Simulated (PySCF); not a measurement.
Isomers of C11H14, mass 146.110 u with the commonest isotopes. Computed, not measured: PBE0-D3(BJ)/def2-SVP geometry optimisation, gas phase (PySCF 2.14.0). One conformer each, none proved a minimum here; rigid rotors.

Task: Order these by radius of gyration √(Σ m r²/M), smallest first.
A. `[CH3:1][CH:2]([CH3:3])[c:4]1[cH:5][cH:6][c:7]2[c:8]([cH:9]1)[CH2:10][CH2:11]2` with C1–C2–C4–C5 120°
B. `[CH2:1]=[C:2]([CH2:3][CH2:4][CH3:5])[c:6]1[cH:7][cH:8][cH:9][cH:10][cH:11]1` with C1–C2–C3–C4 117°, C2–C3–C4–C5 179°, C1–C2–C6–C7 -36°
C. `[CH3:1][CH2:2][CH2:3]/[CH:4]=[CH:5]\[c:6]1[cH:7][cH:8][cH:9][cH:10][cH:11]1` with C1–C2–C3–C4 180°, C2–C3–C4–C5 -139°, C4–C5–C6–C7 145°
D. `[CH2:1]=[CH:2][c:3]1[cH:4][cH:5][c:6]([CH:7]([CH3:8])[CH3:9])[cH:10][cH:11]1` with C1–C2–C3–C4 -2°, C5–C6–C7–C8 -65°

Result: A (2.473 Å), B (2.546 Å), D (2.659 Å), C (2.808 Å).

Task: Order these by rotational constant A, largest first.
A. `[CH2:1]=[CH:2][c:3]1[cH:4][cH:5][c:6]([CH:7]([CH3:8])[CH3:9])[cH:10][cH:11]1` with C1–C2–C3–C4 -2°, C5–C6–C7–C8 -65°
B. `[CH3:1][CH:2]([CH3:3])[c:4]1[cH:5][cH:6][c:7]2[c:8]([cH:9]1)[CH2:10][CH2:11]2` with C1–C2–C4–C5 120°
C. `[CH3:1][CH2:2][CH2:3]/[CH:4]=[CH:5]\[c:6]1[cH:7][cH:8][cH:9][cH:10][cH:11]1` with C1–C2–C3–C4 180°, C2–C3–C4–C5 -139°, C4–C5–C6–C7 145°
D. `[CH2:1]=[C:2]([CH2:3][CH2:4][CH3:5])[c:6]1[cH:7][cH:8][cH:9][cH:10][cH:11]1` with C1–C2–C3–C4 117°, C2–C3–C4–C5 179°, C1–C2–C6–C7 -36° (2-phenyl-1-pentene)

Result: A (2966 MHz), B (2465 MHz), C (2294 MHz), D (1822 MHz).

Task: Order these by out-of-plane moment Σ m c² = (Ia + Ib − Ic)/2, largest first.
A. `[CH2:1]=[C:2]([CH2:3][CH2:4][CH3:5])[c:6]1[cH:7][cH:8][cH:9][cH:10][cH:11]1` with C1–C2–C3–C4 117°, C2–C3–C4–C5 179°, C1–C2–C6–C7 -36°
B. `[CH3:1][CH2:2][CH2:3]/[CH:4]=[CH:5]\[c:6]1[cH:7][cH:8][cH:9][cH:10][cH:11]1` with C1–C2–C3–C4 180°, C2–C3–C4–C5 -139°, C4–C5–C6–C7 145°
C. `[CH3:1][CH:2]([CH3:3])[c:4]1[cH:5][cH:6][c:7]2[c:8]([cH:9]1)[CH2:10][CH2:11]2` with C1–C2–C4–C5 120°
D. `[CH2:1]=[CH:2][c:3]1[cH:4][cH:5][c:6]([CH:7]([CH3:8])[CH3:9])[cH:10][cH:11]1` with C1–C2–C3–C4 -2°, C5–C6–C7–C8 -65° (4-isopropyl styrene)

Result: A (61.23 u·Å²), C (57.62 u·Å²), D (54.41 u·Å²), B (49.06 u·Å²).

| SMILES | point group | Ia (u·Å²) | Ib (u·Å²) | Ic (u·Å²) | κ | μa (D) | μb (D) | μc (D) |
| --- | --- | --- | --- | --- | --- | --- | --- | --- |
| C=Cc1ccc(C(C)C)cc1 | near Cs | 170.39 | 917.07 | 978.65 | -0.97 | 0.65 | 0.04 | 0.00 |
| CC(C)c1ccc2c(c1)CC2 | near Cs | 204.99 | 746.36 | 836.11 | -0.92 | 0.10 | 0.21 | 0.01 |
| CCC/C=C\c1ccccc1 | C1 | 220.33 | 980.95 | 1103.16 | -0.94 | 0.37 | 0.20 | 0.07 |
| C=C(CCC)c1ccccc1 | C1 | 277.44 | 731.01 | 885.99 | -0.81 | 0.15 | 0.36 | 0.11 |
